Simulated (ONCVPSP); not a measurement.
## Which setting gave this result? (sulfur, ONCV)

Base potential:

```json
{"Element": "sulfur (S)", "Generator": "ONCVPSP 4.0.1", "Type": "optimised norm-conserving Vanderbilt (ONCV)", "Functional": "PBE", "Relativity": "scalar-relativistic", "Frozen core": "[He]", "Valence charge": "14", "Reference configuration": "2s2 2p6 3s2 3p4", "Partial waves": "2s+3s: rc 0.75 bohr, ncon 4, nbas 7, qcut 20.5 1/bohr, 2 projectors; 2p+3p: rc 0.80 bohr, ncon 4, nbas 7, qcut 17.3 1/bohr, 2 projectors; d scattering state at 0.29 Ha: rc 0.65 bohr, ncon 4, nbas 8, qcut 16 1/bohr, 2 projectors, debl 2.4 Ha", "Local potential": "polynomial inside 0.40 bohr (lpopt 5, dvloc0 3 Ha)", "Core correction": "Teter function, fcfact 3.5, rcfact 1.45"}
```

Cutoffs, loose and tight: the cutoffs (Ha) at which the residual kinetic energy of the hardest occupied pseudo-wave falls to 1 and 0.1 mHa per electron. They do not see the model core or the augmentation charge, which bear on the density cutoff. Test errors are all-electron minus pseudo excitation energies from the reference, over the configurations 2s2 2p6 3s2 3p3; 2s2 2p6 3s2 3p2; 2s2 2p6 3s2 3p1; 2s1 2p6 3s2 3p4; variants that change the core or the reference have their own tests.

Only the scale of all radii but the core radius (base = 1) is moved:

| scale of all radii but the core radius (base = 1) | cutoff, loose | cutoff, tight | bound ghosts | largest test error (meV) |
| --- | --- | --- | --- | --- |
| 0.8 | 197 Ha | 363 Ha | none | -174 |
| 0.92 | 133 Ha | 154 Ha | none | -299 |
| 0.98 | 127 Ha | 148 Ha | none | -362 |
| 1.05 | 120 Ha | 142 Ha | none | -430 |
| 1.13 | 113 Ha | 128 Ha | none | -536 |
| 1.18 | 109 Ha | 123 Ha | none | -702 |
| 1.25 | 102 Ha | 115 Ha | none | -610 |
| 1.31 | 97 Ha | 111 Ha | none | -732 |

Task: One more run gave cutoff, loose: 145 Ha; cutoff, tight: 304 Ha; bound ghosts: none; largest test error (meV): -228. Which value of the scale of all radii but the core radius (base = 1) was used?

Result: 0.85. The loose cutoff moves one way along this sweep, from 197 Ha at 0.8 to 97 Ha at 1.31, which places the run between 0.8 and 0.92.
